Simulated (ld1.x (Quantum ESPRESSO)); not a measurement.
# tin, TM: configuration errors across variants

| Property | Result |
| --- | --- |
| Element | Sn |
| Generator | ld1.x (Quantum ESPRESSO) 7.5 |
| Type | norm-conserving Troullier–Martins (Kleinman–Bylander form) |
| Functional | PBEsol |
| Relativity | scalar-relativistic |
| Frozen core | [Kr] |
| Valence charge | 14 |
| Reference configuration | 4d10 5s2 5p1 (charge +1) |
| Partial waves | 5p (bound): rc 2.65 bohr; 4d (bound): rc 1.40 bohr; 5s (bound): rc 1.90 bohr |
| Local potential | the s channel |
| Core correction | a·sin(br)/r model core, default radius (core density twice the valence density) |

All-electron excitation energies from the reference (eV): (1) 4d10 5s2 5p2 -6.898; (2) 4d10 5s2 5p0 13.972; (3) 4d10 5s1 5p0 44.986; (4) 4d9 5s2 5p2 25.753; (5) 4d9 5s2 5p3 17.502; (6) 4d10 5s1 5p3 0.111; (7) 4d10 5s1 5p2 7.687.

The default core radius of the base comes out at 0.65 bohr.

Errors AE − PS in meV (a dash: test not solved or not reliable):

| change | (1) | (2) | (3) | (4) | (5) | (6) | (7) | bound ghosts |
| --- | --- | --- | --- | --- | --- | --- | --- | --- |
| base | +2.1 | -4.9 | -25 | -376 | -423 | -1.7 | -2.4 | none |
| core correction none | +2.0 | -3.7 | -1.9 | -327 | -373 | -0.7 | -0.4 | none |
| core correction a·sin(br)/r model core inside 0.62 bohr | +2.1 | -4.9 | -25 | -376 | -423 | -1.8 | -2.4 | none |
| core correction a·sin(br)/r model core inside 0.78 bohr | +2.1 | -4.9 | -25 | -376 | -423 | -1.8 | -2.4 | none |
| core correction a·sin(br)/r model core inside 0.90 bohr | +2.1 | -4.9 | -24 | -375 | -422 | -1.8 | -2.4 | none |
| core correction a·sin(br)/r model core inside 1.08 bohr | +2.1 | -4.9 | -24 | -370 | -417 | -1.8 | -2.4 | none |
| core correction a·sin(br)/r model core inside 1.38 bohr | +2.1 | -4.9 | -24 | -354 | -400 | -1.8 | -2.5 | none |
| core correction a·sin(br)/r model core inside 1.48 bohr | +2.1 | -4.9 | -24 | -347 | -393 | -1.8 | -2.5 | none |
| core correction a·sin(br)/r model core inside 1.66 bohr | +2.1 | -4.9 | -24 | -338 | -383 | -1.8 | -2.5 | none |

Task: Give the same row for: core correction a·sin(br)/r model core inside 1.18 bohr.

Result: +2.1, -4.9, -24, -366, -412, -1.8, -2.4; bound ghosts: none.
